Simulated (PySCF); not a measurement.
Geometries of 3 isomers of C3H9NSi, from PySCF, PBE0-D3(BJ)/def2-SVP geometry optimisation, gas phase. One conformer each, no zero-point energy, no frequencies.

Question: Which isomer lies lowest at this level?
A.
```xyz
14
angstrom
C     -2.108   -0.253    0.066
C     -0.929    0.529   -0.502
C     -0.007    1.027    0.576
N      1.238    0.853    0.701
Si     2.425    0.003   -0.251
H     -2.805   -0.552   -0.730
H     -2.673    0.348    0.796
H     -1.769   -1.166    0.579
H     -1.306    1.416   -1.043
H     -0.367   -0.076   -1.231
H     -0.526    1.624    1.358
H      3.087   -0.985    0.649
H      1.928   -0.736   -1.464
H      3.429    1.009   -0.705
```
B.
```xyz
14
angstrom
C     -1.672    0.463   -0.073
N     -0.311    0.204   -0.443
C      0.200   -1.155   -0.255
Si     1.928   -0.369   -0.216
C      0.729    1.063    0.127
H     -2.348   -0.209   -0.624
H     -1.861    0.320    1.016
H     -1.944    1.499   -0.331
H     -0.082   -1.604    0.725
H     -0.092   -1.858   -1.053
H      2.628   -0.307   -1.532
H      2.893   -0.784    0.847
H      0.598    1.256    1.216
H      0.838    2.033   -0.386
```
C.
```xyz
14
angstrom
C     -0.300   -1.136    0.370
C      1.147   -0.648    0.283
N      1.098    0.803    0.330
Si    -0.391    1.468   -0.267
C     -1.182   -0.234   -0.507
H     -0.375   -2.198    0.087
H     -0.631   -1.057    1.419
H      1.739   -1.056    1.121
H      1.615   -1.029   -0.650
H      1.982    1.286    0.412
H     -0.274    2.250   -1.543
H     -1.089    2.363    0.713
H     -2.247   -0.300   -0.242
H     -1.092   -0.512   -1.571
```

Answer: C. That is `C1CN[SiH2]C1`, 24.3 kcal/mol below the next.

```
       SMILES                atoms numbered as above      E (Eh)  relative (kcal/mol)  relative (kJ/mol)  dipole (D)
 C1CN[SiH2]C1  [CH2:1]1[CH2:2][NH:3][SiH2:4][CH2:5]1  -463.46034                  0.0                0.0        0.97
CC/C=N\[SiH3]   [CH3:1][CH2:2]/[CH:3]=[N:4]\[SiH3:5]  -463.42168                 24.3              101.5        2.22
 CN1C[SiH2]C1   [CH3:1][N:2]1[CH2:3][SiH2:4][CH2:5]1  -463.39568                 40.6              169.8        0.57
```

As drawn, the lowest has an N–H bond, which the highest lacks; the highest has a four-membered ring, which the lowest lacks.
